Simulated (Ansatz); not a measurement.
A run on ClFH4N2Si2 with other settings.

```yaml
crystal:
  periodic: [false, false, false]
  atoms:
    - {symbol: N, position_ang: [-1.150235, -0.455048, 0.837182]}
    - {symbol: Si, position_ang: [0.408049, -0.841701, 0.478833]}
    - {symbol: Cl, position_ang: [1.066626, -2.461922, 1.475064]}
    - {symbol: N, position_ang: [1.265533, 0.007305, -0.596611]}
    - {symbol: Si, position_ang: [0.511860, 1.594535, -1.407273]}
    - {symbol: F, position_ang: [-1.019468, 0.902635, -1.602830]}
    - {symbol: H, position_ang: [-1.610335, 0.225945, 0.241143]}
    - {symbol: H, position_ang: [-1.706832, -0.885770, 1.553637]}
    - {symbol: H, position_ang: [2.150090, -0.318599, -0.952648]}
    - {symbol: H, position_ang: [0.167711, 2.181520, -0.023398]}
basis:
  gaussian: {orbitals: 6-31G, final_grid: {core_spheres: 20, valence_spheres: 16, degree: 47}, nuclear_model: gaussian}
hamiltonian: {xc: {name: wB97X}}
```

```sh
$ ansatz run in.yaml --threads 4 --pin off --events-out ev --progress --plain --max-ram 10444MiB
```

It prints (some lines left out):

```
Functional definition: wB97X
887 factors; integrals over basis functions are off by at most 2.2e-4 eV
337 factors; integrals over basis functions are off by at most 3.2e-6 eV
mean field evaluation 1: about -34026.6273 eV, gradient 6.2e1 eV
mean field evaluation 2: about -34026.8229 eV, gradient 6.3e1 eV
mean field evaluation 4: about -34034.3690 eV, gradient 2.9e0 eV
mean field evaluation 8: about -34034.5005 eV, gradient 1.8e-1 eV
mean field evaluation 16: about -34034.5007 eV, gradient 1.3e-4 eV
mean field -34034.50073315 eV, -1250.7448325301 hartree, gradient 3.2e-5 eV, S^2 0.000000; 0 other end points of the search recorded, 0 dependent functions left out
reference -34034.50070160 eV, -1250.7448313705 hartree; 36, 36 occupied and 38, 38 virtual orbitals, 887 factors
Total energy: -34034.50070160 eV, -1250.7448313705 hartree
```

Run time 1.1 s (4 threads of an Intel Xeon 6975P-C on a shared host); peak host memory 0.24 GiB.
